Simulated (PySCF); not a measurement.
**Electronic structure of Ca¹⁵⁺ (calcium, charge +15) at the BP86 level**

Configuration: [He] 2s2 2p1, 2P determinant. Calculation: PySCF 2.14, in an even-tempered Gaussian basis (18 s from 2.1 bohr⁻², ratio 2.2; 11 p from 2.7 bohr⁻², ratio 2.2; 6 d from 13 bohr⁻², ratio 2.4; 5 f from 19 bohr⁻², ratio 2.4; 5 g from 29 bohr⁻², ratio 2.4); no relativity, point nucleus.

```json
{"Total energy": "-505.279 hartree", "One-electron energy": "-548.259 hartree", "Hartree (Coulomb) energy": "61.464 hartree", "Exchange-correlation energy": "-18.484 hartree", "Kinetic energy": "505.18352 hartree", "⟨S²⟩": "0.7501", "⟨L²⟩": "2.000", "Sum of ⟨r⟩": "1.097 bohr", "Sum of ⟨r²⟩": "0.3674 bohr²", "Traceless quadrupole moment −½Σ⟨3z² − r²⟩ along its main axis": "-0.0382 e·bohr²", "Density at the nucleus (Gaussians lack the cusp)": "5360 bohr⁻³", "Spin density at the nucleus": "-0.490 bohr⁻³"}
```

| shell | electrons | mean orbital energy (eV) | rms radius, mean of both spins (bohr) |
| --- | --- | --- | --- |
| 1s α | 1 | -4668.0 | 0.0890 |
| 1s β | 1 | -4664.1 | 0.0890 |
| 2s α | 1 | -978.17 | 0.357 |
| 2s β | 1 | -970.65 | 0.357 |
| 2p α | 1 | -933.53 | 0.311 |
